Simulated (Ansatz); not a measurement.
Consider the formal loss of a carbene: `[SiH3]/C=C\CCl` → `[SiH3]/C=C/Cl` + `[CH2]` (triplet).

Gas-phase electronic energies from Ansatz, PBE0-D4/def2-TZVP geometries. CBS: MP2 limit from def2 TZ/QZ plus the TZ coupled-cluster correction, frozen cores. This one scheme is used for every species. Double bonds are as drawn, so ΔE can hold a change between cis and trans. DFT in def2-TZVPP. B3LYP here is the variant with VWN-RPA as its local correlation; programs differ in this. Triplets are unrestricted, without spin–orbit coupling. Each species was taken in one conformer, which may not be the lowest.

```json
{"level": "r2SCAN-D4", "ΔE (kJ/mol)": "401.1", "difference from CCSD(T)/CBS": "-28.3"}
{"level": "B3LYP-D4", "ΔE (kJ/mol)": "421.2", "difference from CCSD(T)/CBS": "-8.2"}
{"level": "r2SCANh-D4", "ΔE (kJ/mol)": "400.3", "difference from CCSD(T)/CBS": "-29.1"}
{"level": "ωB97X-V", "ΔE (kJ/mol)": "438.0", "difference from CCSD(T)/CBS": "8.6"}
{"level": "revPBE", "ΔE (kJ/mol)": "397.0", "difference from CCSD(T)/CBS": "-32.4"}
{"level": "BLYP", "ΔE (kJ/mol)": "403.6", "difference from CCSD(T)/CBS": "-25.8"}
{"level": "r2SCANh", "ΔE (kJ/mol)": "397.9", "difference from CCSD(T)/CBS": "-31.5"}
{"level": "BHLYP", "ΔE (kJ/mol)": "402.6", "difference from CCSD(T)/CBS": "-26.8"}
{"level": "CCSD(T)/def2-SVP", "ΔE (kJ/mol)": "408.7", "difference from CCSD(T)/CBS": "-20.7"}
{"level": "CCSD/CBS(def2)", "ΔE (kJ/mol)": "418.8", "difference from CCSD(T)/CBS": "-10.6"}
{"level": "CCSD(T)/CBS", "ΔE (kJ/mol)": "429.4", "difference from CCSD(T)/CBS": "0"}
```

Largest T1 diagnostic among the species: 0.011.

In def2-TZVPP, CCSD(T) changes the Hartree–Fock value by +132.5 kJ/mol (the triples alone add +10.6 kJ/mol) and MP2 by +143.6 kJ/mol. Leaving LDA and LC-ωPBE aside and taking each functional with its dispersion term where it has one, the values, not all of them listed here, spread over 38.7 kJ/mol, from r2SCAN0-D4 to ωB97X-V. LDA lies +73.5 kJ/mol from PBE without D4.
